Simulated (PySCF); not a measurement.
Match the calculated data to a structure.

All candidates are C7H6ClN.

* Rotational structure: rotational constants A, B, C: 9.406, 0.390, 0.376 GHz [GFN2-xTB]
* NMR, other nuclei: isotropic shieldings of nuclei other than C and H, by class: -39 (1 N), 851 (1 Cl) ppm [GIAO PBE0/pcSseg-1]
* Dipole: 5.46 D [PBE0/pcSseg-1]
* 13C NMR: chemical shifts (computed TMS as zero) by class: 153.9 (1 C), 138.9 (1 C), 137.3 (1 C), 122.8 (1 C), 55.7 (1 C), 46.6 (1 C), 34.1 (1 C) ppm [GIAO PBE0/pcSseg-1]
* 1H NMR: chemical shifts (computed TMS as zero) by class: 8.04 (1 H), 4.38 (1 H), 3.93 (2 H), 3.08 (2 H) ppm [GIAO PBE0/pcSseg-1]

The electronic properties come from PySCF, for the isolated species, density fitting. Levels stand in brackets. Isolated species at its GFN2-xTB geometry (one conformer only). NMR classes are plain means over equivalent atoms (diastereotopic ones count apart unless rotation or inversion swaps them), as if these changed places fast.

Question: Which candidate is it?
A. `N#C/C=C1C=C\1CCCl`
B. `[H]/N=C\c1ccccc1Cl`
C. `C#C/C=C(/CCl)CC#N`
D. `C=Nc1cccc(Cl)c1`
E. `C=C1C[C@@H](C#N)/C1=C/Cl`

Answer: A. It is `N#C/C=C1C=C\1CCCl`. Numbering: `[N:1]#[C:2]/[CH:3]=[C:4]1[CH:5]=[C:6]\1[CH2:7][CH2:8][Cl:9]`. Its formula, C7H6ClN, gives 5 degrees of unsaturation: 1 ring and 4 π bonds in the structure found. 7 carbons fall into 7 classes; from least to most shielded: fully substituted alkene carbon [C6] (153.9 ppm), fully substituted alkene carbon [C4] (138.9 ppm), alkene CH carbon [C5] (137.3 ppm), nitrile carbon [C2] (122.8 ppm), alkene CH carbon [C3] (55.7 ppm), sp3 C–Cl carbon [C8] (46.6 ppm), allylic carbon [C7] (34.1 ppm). Hydrogen classes from least to most shielded: 1 H on an alkene CH carbon, C5 (8.04 ppm), 1 H on an alkene CH carbon, C3 (4.38 ppm), 2 H on an sp3 C–Cl carbon, C8 (3.93 ppm), 2 H on an allylic carbon, C7 (3.08 ppm). The other shieldings belong to: -39 ppm, nitrile nitrogen [N1]; 851 ppm, alkyl chlorine [Cl9]. The optimised geometry has point group Cs and is an asymmetric top.

The others, at the same levels:
- `C#C/C=C(/CCl)CC#N` fails: its computed 13C shifts are 153.4 (1 C), 120.9 (1 C), 120.3 (1 C), 98.3 (1 C), 83.5 (1 C), 53.4 (1 C), 19.9 (1 C) ppm, 1H shifts are 6.01 (1 H), 4.39 (2 H), 3.63 (2 H), 3.24 (1 H) ppm and rotational constant A is 1.568 GHz (against 9.406 GHz).
- `[H]/N=C\c1ccccc1Cl` fails: its computed 13C shifts are 166.3 (1 C), 147.7 (1 C), 137.5 (1 C), 137.3 (1 C), 133.2 (1 C), 132.0 (1 C), 129.9 (1 C) ppm, 1H shifts are 12.02 (1 H), 9.18 (1 H), 7.80 (1 H), 7.73 (1 H), 7.63 (1 H), 7.61 (1 H) ppm and rotational constant A is 1.614 GHz (against 9.406 GHz).
- `C=Nc1cccc(Cl)c1` fails: its computed 13C shifts are 158.2 (1 C), 155.4 (1 C), 146.5 (1 C), 135.3 (1 C), 131.3 (1 C), 127.7 (1 C), 121.0 (1 C) ppm, 1H shifts are 7.71 (1 H), 7.61 (1 H), 7.45 (1 H), 7.40 (1 H), 7.31 (1 H), 6.82 (1 H) ppm and rotational constant A is 2.495 GHz (against 9.406 GHz).
- `C=C1C[C@@H](C#N)/C1=C/Cl` fails: its computed 13C shifts are 147.4 (1 C), 143.3 (1 C), 131.0 (1 C), 124.5 (1 C), 122.8 (1 C), 35.7 (1 C), 25.8 (1 C) ppm, 1H shifts are 6.39 (1 H), 6.36 (1 H), 5.65 (1 H), 3.46 (1 H), 3.07 (1 H), 3.00 (1 H) ppm and rotational constant A is 2.089 GHz (against 9.406 GHz).

Each candidate is one conformer, not necessarily the lowest. The conformers computed, where there is a choice (atom-mapped SMILES and torsion angles):
- `[N:1]#[C:2]/[CH:3]=[C:4]1[CH:5]=[C:6]\1[CH2:7][CH2:8][Cl:9]`: C5–C6–C7–C8 0°, C6–C7–C8–Cl9 180°
- `[CH:1]#[C:2]/[CH:3]=[C:4](/[CH2:5][Cl:6])[CH2:7][C:8]#[N:9]`: C3–C4–C5–Cl6 -107°, C3–C4–C7–C8 -109°
- `[H]/[N:1]=[CH:2]\[c:3]1[cH:4][cH:5][cH:6][cH:7][c:8]1[Cl:9]`: N1–C2–C3–C4 0°
- `[CH2:1]=[N:2][c:3]1[cH:4][cH:5][cH:6][c:7]([Cl:8])[cH:9]1`: C1–N2–C3–C4 136°
